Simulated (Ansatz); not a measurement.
Computed with frozen-core CCSD(T)/cc-pVTZ // r2SCAN-D4/def2-TZVP in Ansatz (a program for electronic structure).

Ansatz 0.2 input:
```yaml
crystal:
  periodic: [false, false, false]
  atoms:
    - { symbol: Al, position_ang: [0.000011, -0.000012, -0.370941] }
    - { symbol: H, position_ang: [-1.331543, -0.827299, -0.60001] }
    - { symbol: H, position_ang: [1.375352, -0.756279, -0.155502] }
    - { symbol: H, position_ang: [-0.043824, 1.583589, -0.356847] }
basis:
  gaussian: { orbitals: cc-pVTZ }
correlation:
  method: ccsd_t
```

Output:

```
Functional definition: HF
442 factors; integrals over basis functions are off by at most 1.3e-3 eV
mean field evaluation 1: about -6629.4539 eV, gradient 8.7e0 eV
mean field evaluation 2: about -6629.4598 eV, gradient 8.7e0 eV
mean field evaluation 4: about -6629.8990 eV, gradient 3.4e-1 eV
mean field evaluation 8: about -6629.8991 eV, gradient 7.3e-5 eV
mean field -6629.89909903 eV, -243.6442979822 hartree, gradient 1.8e-6 eV, S^2 0.000000; 0 other end points of the search recorded, 0 dependent functions left out
5 core orbitals not correlated
reference -6629.89909903 eV, -243.6442979822 hartree; 3, 3 occupied and 68, 68 virtual orbitals, 442 factors
second order -2.55351393 eV of doubles, -0.00000000 eV of singles
cycle   1  -3.00692643 eV  change   -4.5e-1 eV  update   5.1e-2
cycle   2  -3.19345026 eV  change   -1.9e-1 eV  update   1.8e-2
cycle   3  -3.19717624 eV  change   -3.7e-3 eV  update   3.4e-3
cycle   4  -3.19709062 eV  change    8.6e-5 eV  update   1.1e-3
cycle   5  -3.19684135 eV  change    2.5e-4 eV  update   3.2e-4
cycle   6  -3.19680805 eV  change    3.3e-5 eV  update   6.5e-5
cycle   7  -3.19683493 eV  change   -2.7e-5 eV  update   1.7e-5
cycle   8  -3.19683823 eV  change   -3.3e-6 eV  update   5.1e-6
perturbative correction -0.04276790 eV, -0.0015716915 hartree
Total energy: -6633.13870516 eV, -243.7633513116 hartree
```

Cost: about 1.9 core-seconds (a rough figure).
